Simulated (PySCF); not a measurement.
C5H8O2Si.
Numbering: `[CH2:1]=[C:2]1[CH2:3][O:4][SiH2:5][C:6](=[CH2:7])[O:8]1`

Cartesian coordinates in Å at the GFN2-xTB level; atoms count from 1:
```xyz
16
C5H8O2Si angstrom
C      2.4050   -0.8934    0.3151
C      1.2249   -0.3312    0.0754
C      1.0699    1.1248   -0.2772
O      0.1889    1.7983    0.5898
Si    -1.2852    1.1763    0.8992
C     -1.1504   -0.5921    0.2331
C     -2.1711   -1.3899   -0.0710
O      0.1151   -1.1204    0.0908
H      2.4758   -1.9409    0.5445
H      3.3141   -0.3269    0.2660
H      2.0386    1.6242   -0.2095
H      0.6998    1.2070   -1.3088
H     -2.3130    1.8871    0.1392
H     -1.4215    1.2263    2.3481
H     -2.0185   -2.3887   -0.4439
H     -3.1800   -1.0514    0.0652
```

Probes without a nucleus sit at each ring's centroid and 1 Å off its mean plane on both sides; NICS is minus the shielding there, NICSzz its component along the normal. Level: GIAO PBE0/pcSseg-1 (PySCF, non-relativistic, gas phase) on the GFN2-xTB geometry, one conformer.

Ring bond lengths (Å), with Mayer bond orders in brackets: C2–C3 1.506 (1.00), C3–O4 1.408 (0.87), O4–Si5 1.630 (0.98), Si5–C6 1.895 (0.83), C6–O8 1.379 (0.94), O8–C2 1.362 (0.98).

Q: What do the NICS probes read (ppm)?

A: 
```tsv
ring	type	NICS(0)	NICS(1), two faces	NICS(1)zz, two faces	rms pucker (Å)	centre to ring atoms, mean (Å)
C2–C3–O4–Si5–C6–O8	6-membered ring with 2 O and Si; formal bonds all single	-0.6	-1.4 / -1.2	1.8 / 1.8	0.21	1.49
```

Q: What can be read from them?

A: 
- C2–C3–O4–Si5–C6–O8: mean NICS(1)zz 1.8 ppm, near zero. C3, Si5 have four or more neighbours, so the value isn't read as a sign of a π ring current.

Q: What is the mean of the two in-plane components of NICS at the second NICS(1) probe listed for ring C2–C3–O4–Si5–C6–O8, 1 Å off the ring?

A: The isotropic value is a third of the trace: (3 × -1.2 − (1.8))/2 = -2.7 ppm.

Q: How shielded are the nuclei of the rings and their hydrogens (means over atoms taken as equivalent)?

A: 
```json
{"atoms": "C2", "environment": "vinylic carbon bearing oxygen", "σ isotropic (ppm)": "23.7"}
{"atoms": "C3", "environment": "sp3 carbon bound to oxygen", "σ isotropic (ppm)": "120.4"}
{"atoms": "O4", "environment": "silyl ether oxygen", "σ isotropic (ppm)": "328.7"}
{"atoms": "Si5", "environment": "oxygen-bound silicon", "σ isotropic (ppm)": "382.3"}
{"atoms": "C6", "environment": "vinylic carbon bearing oxygen", "σ isotropic (ppm)": "25.0"}
{"atoms": "O8", "environment": "cyclic ether oxygen", "σ isotropic (ppm)": "117.8"}
{"atoms": "H11 (×2)", "environment": "methylene hydrogen", "σ isotropic (ppm)": "27.25"}
{"atoms": "H13 (×2)", "environment": "Si–H hydrogen", "σ isotropic (ppm)": "26.53"}
```
